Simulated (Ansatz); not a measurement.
Consider the formal exchange of groups at the Si–Br bond: `[SiH3][SiH2]Br` + `CCC[TeH]` → `[SiH3][SiH2][TeH]` + `CCCBr`.

Isolated molecules relaxed with PBE0-D4/def2-TZVP in Ansatz; ΔE leaves out vibrations. CBS: MP2 limit from def2 TZ/QZ plus the TZ coupled-cluster correction, frozen cores. Functionals use def2-TZVPP. B3LYP here is the variant with VWN-RPA as its local correlation; programs differ in this. Elements past krypton have def2 core potentials. For Br, Te outer-core shells are correlated without core-valence functions, which leaves a few kJ/mol of doubt a bond. Scalar relativity is left out up to krypton. Each species was taken in one conformer, which may not be the lowest.

Problem. Is it downhill or uphill in electronic energy at CCSD(T)/CBS, and by how much? (An estimate is asked.)

Solution. The calculation gave: Uphill: ΔE = +41.0 kJ/mol.

Problem. What do these levels give: PBE-D4, B3LYP-D4, PBE, PBE0, B3LYP, HF/def2-TZVPP, SCS-MP2/def2-TZVPP, CCSD/def2-TZVPP, HF/def2-QZVPP, SCS-MP2/def2-QZVPP, HF/CBS(def2), MP2/CBS(def2)? (An estimate is asked.)

Solution. Ansatz gave: PBE-D4 31.2, B3LYP-D4 37.0, PBE 32.2, PBE0 33.9, B3LYP 38.8, HF/def2-TZVPP 44.0, SCS-MP2/def2-TZVPP 42.1, CCSD/def2-TZVPP 40.4, HF/def2-QZVPP 44.9, SCS-MP2/def2-QZVPP 43.3, HF/CBS(def2) 45.1, MP2/CBS(def2) 42.4 kJ/mol.

Largest T1 diagnostic among the species: 0.012.

In def2-TZVPP, CCSD(T) changes the Hartree–Fock value by −4.8 kJ/mol (the triples alone add −1.1 kJ/mol) and MP2 by −3.4 kJ/mol.
